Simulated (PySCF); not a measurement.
ZnBr⁺ at RHF-MP2

Computed with RHF-MP2; basis Zn def2-TZVPPD, Br def2-TZVPPD; no relativity; PySCF 2.14.

For ZnBr⁺, the state is ¹Σ⁺ (singlet), closed shell. The bond length is 2.175 Å. The harmonic wavenumber is 354 cm⁻¹. The force constant is 2.61 mdyn/Å, the rotational constant Be is 0.1009 cm⁻¹ and the anharmonicity ωexe is 0.925 cm⁻¹. The vibration–rotation constant αe is 0.000364 cm⁻¹, the well depth De to Zn⁺ + Br is 2.40 eV and the dissociation energy D0 is 2.38 eV.

Correlated steps freeze 14 core orbitals. For an ion De counts to the pair picked by the measured ionisation energies or electron affinities, which need not be the lowest pair at this level. Where the molecule has an RHF reference, its open-shell atoms are computed with UHF.
